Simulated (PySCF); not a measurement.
# BeH⁺ from Hartree–Fock to correlated methods

State: ¹Σ⁺ (singlet), closed shell. Set-up: Be pcseg-2, H pcseg-2; no relativity (PySCF 2.14). De refers to Be⁺ + H in their ground configurations, without counterpoise correction. A positive dipole points towards H; it is taken about the centre of mass and depends on that origin.

```json
{"Level": "RHF", "Re (Å)": "1.309", "ωe (cm⁻¹)": "2321", "De (eV)": "2.07", "μ (D)": "-3.18"}
{"Level": "RHF-MP2", "Re (Å)": "1.303", "ωe (cm⁻¹)": "2255", "De (eV)": "2.86", "μ (D)": "n/a"}
{"Level": "RHF-SCS-MP2", "Re (Å)": "1.303", "ωe (cm⁻¹)": "2240", "De (eV)": "3.01", "μ (D)": "n/a"}
{"Level": "RHF-CCSD", "Re (Å)": "1.310", "ωe (cm⁻¹)": "2190", "De (eV)": "3.10", "μ (D)": "n/a"}
{"Level": "RHF-CCSD(T)", "Re (Å)": "1.310", "ωe (cm⁻¹)": "2190", "De (eV)": "3.10", "μ (D)": "n/a"}
{"Level": "PBE", "Re (Å)": "1.332", "ωe (cm⁻¹)": "2139", "De (eV)": "2.97", "μ (D)": "-2.80"}
{"Level": "revPBE", "Re (Å)": "1.333", "ωe (cm⁻¹)": "2141", "De (eV)": "2.96", "μ (D)": "-2.83"}
{"Level": "r²SCAN", "Re (Å)": "1.317", "ωe (cm⁻¹)": "2232", "De (eV)": "2.97", "μ (D)": "-3.06"}
{"Level": "r²SCANh", "Re (Å)": "1.315", "ωe (cm⁻¹)": "2246", "De (eV)": "2.97", "μ (D)": "-3.07"}
{"Level": "PBE0", "Re (Å)": "1.322", "ωe (cm⁻¹)": "2211", "De (eV)": "2.95", "μ (D)": "-2.93"}
{"Level": "B97-3", "Re (Å)": "1.311", "ωe (cm⁻¹)": "2261", "De (eV)": "3.12", "μ (D)": "-3.03"}
{"Level": "LC-ωPBE", "Re (Å)": "1.316", "ωe (cm⁻¹)": "2270", "De (eV)": "2.98", "μ (D)": "-3.00"}
```

Question: Which functional lies closest to RHF-CCSD(T) in De, which farthest, and by how much do they differ from it?

Answer: Closest is B97-3 (+0.1 pm in Re, +3.2 % in ωe, +0.02 eV in De against RHF-CCSD(T) in the same basis), farthest PBE0 (+1.2 pm in Re, +1.0 % in ωe, -0.15 eV in De). CCSD(T) converges more slowly with the basis than the functionals do and binds too weakly in this one, so the order can change at the basis-set limit.

Question: What does a quarter of exact exchange do here, going from PBE to PBE0?

Answer: PBE0 less PBE: -1.0 pm in Re, +3.4 % in ωe, -0.02 eV in De. Exact exchange removes part of the self-interaction that spreads semilocal densities, and in most molecules shortens and stiffens the bond and lowers De; so it does here.

Question: What does the step from GGA to meta-GGA do here, going from PBE to r²SCAN?

Answer: r²SCAN less PBE: -1.5 pm in Re, +4.3 % in ωe, +0.00 eV in De. 

Correlated steps freeze no core orbitals. For an ion De counts to the pair picked by the measured ionisation energies or electron affinities, which need not be the lowest pair at this level. Where the molecule has an RHF reference, its open-shell atoms are computed with UHF.
